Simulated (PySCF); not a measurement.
# Correlation energy of Ti⁻ (titanium, charge -1)

[Ar] 3d3 4s2, high-spin 4F determinant. Computed with PySCF 2.14 in aug-cc-pVTZ with one added diffuse shell each of s, p, d, f, g type (9s8p6d4f3g, 118 functions), with no relativity, point nucleus. Frozen: [Ar]; 5 electrons correlated.

MP2 pair energies summed by pair of shells (mhartree):

```csv
pair,energy,share (%)
3d-3d,-22.47,56.1
3d-4s,-12.05,30.1
4s-4s,-5.56,13.9
```

Total MP2 correlation energy: -40.09 mhartree.

Same-spin part -31.89 and opposite-spin part -8.19 mhartree; SCS-MP2 scales them by 1/3 and 6/5 to -20.46 mhartree.

The Hartree-Fock reference does not bind the outermost electron (its level is positive or very diffuse), so these energies belong to a reference that the basis holds together.
